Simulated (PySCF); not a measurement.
# Spin states and ions at one geometry of Pb(SH)4

PySCF 2.14.0, RKS PBE, Pb def2-SVP with ECP60, S def2-SVP, H def2-SVP; non-relativistic Hamiltonian with scalar-relativistic core potentials where named; density fitting; no spin-orbit coupling; singlets restricted, open shells unrestricted. The geometry is relaxed for charge 0, singlet, vacuum:

```xyz
9

Pb    0.1430    0.3396    0.0042
S    -0.0220   -1.3717    1.8885
H    -0.6861   -0.4792    2.6787
S     0.3192   -1.0129   -2.1519
H    -0.3667   -2.0493   -1.5869
S     2.1824    1.8723    0.0415
H     2.8788    1.0050   -0.7483
S    -1.8913    1.8588    0.2505
H    -1.2346    2.8783   -0.3762
```

Energies count from the relaxed state; an electron taken off or put on is at rest in vacuum. Charges and spins are Mulliken's.

Task: Order these states by energy, lowest first.
A. charge 0, triplet, vacuum
B. charge 0, singlet, vacuum
C. charge +1, doublet, vacuum
D. charge -1, doublet, vacuum

Result: D (-1.82 eV), B (0.00 eV), A (1.91 eV), C (8.58 eV).

Task: How do charge and spin on the first atom follow?

Result: 
```tsv
state	spin squared	charge on Pb1 (e)	spin on Pb1 (e)	dipole about the centre of mass (D)
charge 0, singlet, vacuum	0.00	0.47	0.00	0.05
charge 0, triplet, vacuum	2.00	0.40	0.13	0.06
charge +1, doublet, vacuum	0.75	0.51	-0.04	0.06
charge -1, doublet, vacuum	0.75	0.37	0.17	0.04
```

With an electron taken off (doublet) the charges change, summed by element, by Pb +0.04 e, S +0.78 e, H +0.18 e. The vertical ionisation energy is 8.58 eV, against −ε(HOMO) = 6.22 eV of the relaxed state. The level lies 2.4 eV too high, as is usual for semilocal functionals and global hybrids, which keep a self-interaction error.

With an electron put on (doublet) the charges change, summed by element, by Pb -0.10 e, S -0.69 e, H -0.21 e. The vertical electron affinity is 1.82 eV, against −ε(LUMO) = 4.24 eV of the relaxed state. The basis has no diffuse functions, which an added electron needs. The added electron's level lies above zero.

Open shells may have lower solutions than those found. Hard to converge, so the more doubtful: charge 0, triplet, vacuum; charge +1, doublet, vacuum.

A frequency check found unstable modes (1, the lowest at -21 cm⁻¹), so the relaxed geometry is a saddle point, or these are noise.
